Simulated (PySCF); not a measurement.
Simulation results for CH5AlBO, CH6AlB, CH7Al2B, C2H8AlB and others

All values are calculated (PySCF 2.14.0). Calculation on a computer-drawn molecule: the log of a Hartree-Fock and frozen-core CCSD(T) single point meant for a local Hartree-Fock minimum, with one planted fault or none, to be diagnosed. Offsets are logged minus clean, where the clean run is the same molecule without the fault. The reference is restricted for singlets and unrestricted otherwise, and also for a bond in bohr or an excited solution. Adding or removing an electron swaps singlet and doublet. The excited solution moves the top pair (singlet) or top alpha electron (doublet) to the lowest empty orbital. Highest occupied and lowest empty are orbital energies over both spins, largest force is the largest gradient component, triples share is (T) over the correlation energy, the T1 limit is 0.02 restricted and 0.045 unrestricted, electrons count all cores, a negative frequency is imaginary (commonest isotopes), and the dipole is about the centre of nuclear charge.

Common to all runs: meant multiplicity 1; meant basis cc-pV(D+d)Z; logged SCF converged yes; logged CC converged yes; logged SCF stable within its kind yes; possible faults no fault, one electron removed, one electron added, multiplicity raised by two, geometry at a saddle point, SCF held on an excited solution, minimal basis STO-3G, one bond length entered in bohr, all coordinates scaled.

(1) 
```xyz
9
formula=CH5AlBO meant_charge=1 logged_electrons=37 logged_basis_functions=90 logged_spin_squared=0.7605 logged_highest_occupied=-5.1353 logged_lowest_empty=1.5285 logged_largest_force=0.057498 logged_T1_diagnostic=0.022748 logged_D1_diagnostic=0.11431 logged_triples_share=0.028024 logged_dipole_magnitude=1.1452 logged_energy_HF=-382.20865 logged_energy_CCSD(T)=-382.73404 planted_fault=one_electron_added HF_energy_offset_from_clean_run=-104.6 CCSD(T)_energy_offset_from_clean_run=-118.1
B     -1.6897     0.3233    -0.9677
C     -0.4261     1.2731    -0.8020
Al    -0.8594     3.1307    -0.9339
O     -1.1811     4.6910    -1.0376
H     -2.0064    -0.0386    -2.0597
H     -2.3247     0.0252    -0.0025
H      0.3253     1.1315    -1.5887
H      0.0488     1.1919     0.1836
H     -1.3630     5.6137    -1.0988
```

Units: logged_highest_occupied, logged_lowest_empty in eV; logged_largest_force in hartree/bohr; logged_dipole_magnitude in debye; logged_energy_HF, logged_energy_CCSD(T) in hartree; HF_energy_offset_from_clean_run, CCSD(T)_energy_offset_from_clean_run in kcal/mol.

Drawn bonds:
```tsv
atom	other atom	order
1	2	1
2	3	1
3	4	1
1	5	1
1	6	1
2	7	1
2	8	1
4	9	1
```

(2) 
```xyz
9
formula=CH6AlB meant_charge=0 logged_electrons=29 logged_basis_functions=81 logged_spin_squared=0.7677 logged_highest_occupied=-16.792 logged_lowest_empty=-8.1703 logged_largest_force=0.073141 logged_T1_diagnostic=0.021893 logged_D1_diagnostic=0.10529 logged_triples_share=0.023435 logged_dipole_magnitude=1.5957 logged_energy_HF=-307.59486 logged_energy_CCSD(T)=-307.91755 planted_fault=one_electron_removed HF_energy_offset_from_clean_run=219.7 CCSD(T)_energy_offset_from_clean_run=240.6
B     -0.2404     1.2341     1.0335
C      1.1551     1.7327     0.6172
Al     2.2292     0.2316    -0.1162
H     -1.1488     1.2008     0.2430
H     -0.4389     0.7989     2.1392
H      1.1367     2.4553    -0.2068
H      1.7616     2.0999     1.4525
H      2.1699    -0.1020    -1.6595
H      3.1932    -0.5856     0.8321
```

Units: logged_highest_occupied, logged_lowest_empty in eV; logged_largest_force in hartree/bohr; logged_dipole_magnitude in debye; logged_energy_HF, logged_energy_CCSD(T) in hartree; HF_energy_offset_from_clean_run, CCSD(T)_energy_offset_from_clean_run in kcal/mol.

Drawn bonds:
```tsv
atom	other atom	order
1	2	1
2	3	1
1	4	1
1	5	1
2	6	1
2	7	1
3	8	1
3	9	1
```

(3) 
```xyz
11
formula=CH7Al2B meant_charge=0 logged_electrons=44 logged_basis_functions=109 logged_spin_squared=0.6133 logged_highest_occupied=-9.0991 logged_lowest_empty=0.4936 logged_largest_force=0.020645 logged_T1_diagnostic=0.061429 logged_D1_diagnostic=0.27378 logged_triples_share=0.033042 logged_dipole_magnitude=2.0237 logged_energy_HF=-550.31628 logged_energy_CCSD(T)=-550.75051 planted_fault=one_bond_length_entered_in_bohr,row_5_of_the_drawn_bonds HF_energy_offset_from_clean_run=75.13 CCSD(T)_energy_offset_from_clean_run=73.83
B     -1.3594    -0.3562    -0.5427
C     -0.2670    -0.2819    -1.6175
Al     1.3364     0.6784    -0.8957
Al     2.5540    -0.0610     1.3104
H     -1.3004    -1.1749     0.3423
H     -3.0577     1.1581    -0.4697
H      0.1971    -1.2573    -1.8306
H     -0.5395     0.2254    -2.5456
H      1.8804     1.8692    -1.7979
H      2.2668     0.6456     2.7046
H      3.6269    -1.2338     1.3282
```

Units: logged_highest_occupied, logged_lowest_empty in eV; logged_largest_force in hartree/bohr; logged_dipole_magnitude in debye; logged_energy_HF, logged_energy_CCSD(T) in hartree; HF_energy_offset_from_clean_run, CCSD(T)_energy_offset_from_clean_run in kcal/mol.

Drawn bonds:
```tsv
atom	other atom	order
1	2	1
2	3	1
3	4	1
1	5	1
1	6	1
2	7	1
2	8	1
3	9	1
4	10	1
4	11	1
```

Notes: T1 above single-reference limit.

(4) 
```xyz
11
formula=CH7Al2B meant_charge=0 logged_electrons=44 logged_basis_functions=109 logged_spin_squared=0 logged_highest_occupied=-9.1224 logged_lowest_empty=0.63103 logged_largest_force=1.696e-05 logged_lowest_frequency=31.663 logged_T1_diagnostic=0.012816 logged_D1_diagnostic=0.037648 logged_triples_share=0.026803 logged_dipole_magnitude=0.99093 logged_energy_HF=-550.436 logged_energy_CCSD(T)=-550.86817 planted_fault=no_fault HF_energy_offset_from_clean_run=0 CCSD(T)_energy_offset_from_clean_run=0
B     -1.3594    -0.3562    -0.5427
C     -0.2670    -0.2819    -1.6175
Al     1.3364     0.6784    -0.8957
Al     2.5540    -0.0610     1.3104
H     -1.3004    -1.1749     0.3423
H     -2.2581     0.4451    -0.5040
H      0.1971    -1.2573    -1.8306
H     -0.5395     0.2254    -2.5456
H      1.8804     1.8692    -1.7979
H      2.2668     0.6456     2.7046
H      3.6269    -1.2338     1.3282
```

Units: logged_highest_occupied, logged_lowest_empty in eV; logged_largest_force in hartree/bohr; logged_lowest_frequency in cm⁻¹; logged_dipole_magnitude in debye; logged_energy_HF, logged_energy_CCSD(T) in hartree; HF_energy_offset_from_clean_run, CCSD(T)_energy_offset_from_clean_run in kcal/mol.

Drawn bonds:
```tsv
atom	other atom	order
1	2	1
2	3	1
3	4	1
1	5	1
1	6	1
2	7	1
2	8	1
3	9	1
4	10	1
4	11	1
```

(5) 
```xyz
12
formula=C2H8AlB meant_charge=0 logged_electrons=38 logged_basis_functions=105 logged_spin_squared=0 logged_highest_occupied=-10.622 logged_lowest_empty=1.3132 logged_largest_force=0.01766 logged_T1_diagnostic=0.011335 logged_D1_diagnostic=0.036733 logged_triples_share=0.027925 logged_dipole_magnitude=1.132 logged_energy_HF=-346.98879 logged_energy_CCSD(T)=-347.50964 planted_fault=all_coordinates_scaled,by_+2.5_% HF_energy_offset_from_clean_run=3.513 CCSD(T)_energy_offset_from_clean_run=1.397
B     -2.1012     0.3861    -0.5122
C     -0.5691     0.5004    -0.1666
Al     0.5352    -0.4121    -1.6212
C      1.1204     0.5657    -3.2788
H     -2.6561     1.2241    -1.2310
H     -2.7689    -0.5834    -0.1377
H     -0.1794     1.5546    -0.1766
H     -0.2682    -0.0352     0.7728
H      1.0046    -1.9489    -1.3851
H      2.2409     0.6600    -3.3084
H      0.6895     1.5975    -3.3646
H      0.8301    -0.0065    -4.2021
```

Units: logged_highest_occupied, logged_lowest_empty in eV; logged_largest_force in hartree/bohr; logged_dipole_magnitude in debye; logged_energy_HF, logged_energy_CCSD(T) in hartree; HF_energy_offset_from_clean_run, CCSD(T)_energy_offset_from_clean_run in kcal/mol.

Drawn bonds:
```tsv
atom	other atom	order
1	2	1
2	3	1
3	4	1
1	5	1
1	6	1
2	7	1
2	8	1
3	9	1
4	10	1
4	11	1
4	12	1
```

(6) 
```xyz
11
formula=CH7AlBN meant_charge=0 logged_electrons=38 logged_basis_functions=100 logged_spin_squared=0 logged_highest_occupied=-10.852 logged_lowest_empty=2.2326 logged_largest_force=3.21e-05 logged_lowest_frequency=34.587 logged_T1_diagnostic=0.013536 logged_D1_diagnostic=0.043808 logged_triples_share=0.026401 logged_dipole_magnitude=1.2316 logged_energy_HF=-363.03345 logged_energy_CCSD(T)=-363.56798 planted_fault=no_fault HF_energy_offset_from_clean_run=0 CCSD(T)_energy_offset_from_clean_run=0
B     -2.3436     1.4722     0.7547
C     -1.6375     0.6119    -0.3034
Al     0.3210     0.6706     0.0257
N      0.9610     0.3570     1.6381
H     -2.5652     2.6409     0.5594
H     -2.6301     1.0197     1.8347
H     -1.8513    -0.4623    -0.2253
H     -1.7563     0.9480    -1.3375
H      1.3471     0.9446    -1.1417
H      0.4165     0.1729     2.4603
H      1.9364     0.3286     1.8708
```

Units: logged_highest_occupied, logged_lowest_empty in eV; logged_largest_force in hartree/bohr; logged_lowest_frequency in cm⁻¹; logged_dipole_magnitude in debye; logged_energy_HF, logged_energy_CCSD(T) in hartree; HF_energy_offset_from_clean_run, CCSD(T)_energy_offset_from_clean_run in kcal/mol.

Drawn bonds:
```tsv
atom	other atom	order
1	2	1
2	3	1
3	4	1
1	5	1
1	6	1
2	7	1
2	8	1
3	9	1
4	10	1
4	11	1
```
